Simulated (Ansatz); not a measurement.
Ideal-gas functions of `[OH][In]([OH])[Br]` at 400 K and 1 bar, from an Ansatz frequency run at PBE0-D4/def2-TZVP.

Molar mass 228.74 g/mol, point group C2v (symmetry number 2), electronic degeneracy 1, moments of inertia 100.483, 396.741, 497.223 u Å². Harmonic wavenumbers (cm⁻¹, unscaled): 89, 124, 125, 213, 266, 280, 601, 616, 792, 842, 3881, 3883.

Use S(trans) = R[1.5 ln M + 2.5 ln T − 1.1517]; rotational temperatures θ = 24.2544 K / I; S(rot) = R[ln(√π/σ · √(T³/θAθBθC)) + 1.5]; for each mode x = 1.438777 ν̃/T, S = R[x/(eˣ − 1) − ln(1 − e⁻ˣ)] and H = RT x/(eˣ − 1); 1 cm⁻¹ = 0.0119627 kJ/mol; R = 8.31446 J/(mol·K).

Question: By hand: the entropy, in J/(mol·K).

Answer: Translation 182.7. Rotation: θ = 0.2414, 0.0611, 0.0488 K, giving 116.3. Vibration, mode by mode: 17.82, 15.10, 15.03, 10.73, 8.99, 8.60, 3.36, 3.22, 1.95, 1.69, 0.00, 0.00, in all 86.5. Electronic 0.0. Sum 385.5 J/(mol·K).

Question: By hand: H − E and G − E in kJ/mol, counted from the electronic energy.

Answer: Zero-point energy ½ × 11712 × 0.0119627 = 70.1; thermal vibration 17.2; translation, rotation and pV give 4 RT = 13.3. H − E = 100.6 kJ/mol, and G − E = 100.6 − 400 × 385.5/1000 = -53.6 kJ/mol.

Vibration gives 22 % of the entropy, 47.9 J/(mol·K) of it from the modes under 150 cm⁻¹: soft modes count most, and the harmonic formula is weakest for them. The sum counts one conformer and one mirror image; others add a mixing term.
